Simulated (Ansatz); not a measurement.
Species: sum formula Si2NH5F, net charge 0, doublet state. It need not be the lowest isomer of its formula. 
Structure (B3LYP-D3(BJ)/def2-TZVP (Ansatz, a quantum-chemistry and plane-wave program) minimum search):
```
N
Si 1 1.6940
F 2 1.6062 1 115.45
Si 1 1.7197 2 146.66 3 4.81
H 2 1.4774 3 106.86 1 119.27
H 2 1.4774 5 113.31 3 -117.38
H 4 1.4799 1 109.99 2 -152.38
H 4 1.4823 7 109.33 1 -125.96
H 4 1.4870 7 109.53 8 -119.75
```
Charge 0, spin multiplicity 2.

Basis-set convergence of Hartree-Fock and CCSD(T) correlation energies (hartree) with Ansatz. Valence correlation only, unless marked. UHF or UKS for open shells. Spin-orbit coupling is left out. Non-relativistic.

```
basis        functions       E(HF)  E(corr, CCSD(T))
-----------  ---------  ----------  ----------------
cc-pV(D+d)Z         99  -734.73622          -0.57884
cc-pV(T+d)Z        208           ?                 ?
```

### Question
Some entries are withheld; supply them.

### Answer

- cc-pV(T+d)Z, E(HF): -734.82758
- cc-pV(T+d)Z, E(corr, CCSD(T)): -0.73290
